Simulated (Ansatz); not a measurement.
A nudged elastic band was laid between two geometries of CH4 + ClGaH2 (9 atoms, charge 0, multiplicity 1).

These are results of RKS CAM-B3LYP/def2-SVP (Ansatz), not measurements.

* movable images: 5
* climbing image: yes
* spring: 5.0 eV/Å²
* optimiser: quadratic models (default)
* start path: through a guess of the saddle point
* force threshold: 0.05 eV/Å
* iteration limit: 60
* end points: relaxed

Initial state:

```xyz
9
Properties=species:S:1:pos:R:3
Ga -1.593 -0.414 -0.592
Cl -1.799 -1.944 0.919
H -1.096 -0.914 -1.976
H -2.048 1.007 -0.160
H 0.751 -0.312 0.931
C 1.300 0.454 0.364
H 2.368 0.202 0.380
H 0.974 0.482 -0.687
H 1.143 1.438 0.823
```

Final state:

```xyz
9
Properties=species:S:1:pos:R:3
Ga -0.837 0.109 -0.772
Cl -1.090 -1.706 1.412
H -0.971 -0.993 -1.882
H -2.087 0.972 -0.380
H 0.055 -1.363 1.899
C 0.959 0.651 -0.148
H 1.667 -0.192 -0.129
H 1.373 1.399 -0.845
H 0.933 1.123 0.846
```

Task: What changes between the two ends?

Result: Bonds broken: Ga1–Cl2, H5–C6. Bonds formed: Ga1–C6, Cl2–H5. CH4 + ClGaH2 becomes CH5Ga + ClH.

Task: What energy profile does the band end with?

Result: It converged. The highest image is number 3 of 0 to 6, 1.93 eV above the first end and 0.49 eV above the last; the last end lies 1.43 eV above the first. Neighbouring images differ by up to 1.3 eV, so the band resolves the path poorly. A vibrational analysis at the climbing image gives one clearly imaginary mode, 1011i cm⁻¹: a first-order saddle point. The orbitals stay closed-shell, which can raise the energy where a bond breaks towards radicals; this wasn't checked here.

| image | path coordinate (Å) | energy (eV) | Ga1–Cl2 (Å) | H5–C6 (Å) | Ga1–C6 (Å) |
| --- | --- | --- | --- | --- | --- |
| 0 | 0.00 | 0.00 | 2.16 | 1.10 | 3.17 |
| 1 | 0.68 | 0.06 | 2.17 | 1.10 | 2.87 |
| 2 | 1.37 | 0.61 | 2.27 | 1.13 | 2.46 |
| 3 | 2.05 | 1.93 | 2.52 | 1.54 | 2.11 |
| 4 | 2.63 | 1.60 | 2.77 | 2.04 | 2.00 |
| 5 | 3.20 | 1.46 | 2.83 | 2.57 | 1.98 |
| 6 | 3.78 | 1.43 | 2.85 | 3.01 | 1.98 |

Task: What is the geometry of the highest image?

Result: 
```xyz
9
Properties=species:S:1:pos:R:3:forces:R:3
Ga -1.003 -0.028 -0.608 -0.01 -0.01 0.01
Cl -0.928 -1.634 1.337 0.00 0.01 -0.02
H -0.954 -0.939 -1.865 0.00 0.00 0.00
H -2.020 1.077 -0.215 0.01 0.00 0.00
H 0.109 -0.687 0.824 -0.01 0.00 0.01
C 0.919 0.422 0.128 0.02 0.02 -0.02
H 1.727 -0.291 0.365 0.00 0.00 0.01
H 1.230 0.854 -0.841 -0.01 0.00 0.01
H 0.920 1.226 0.876 0.00 0.00 0.00
```

Run time: 90 s on 2 threads of Intel(R) Xeon(R) Platinum 8488C (Sapphire Rapids), on a shared host, peak memory 0.25 GiB.
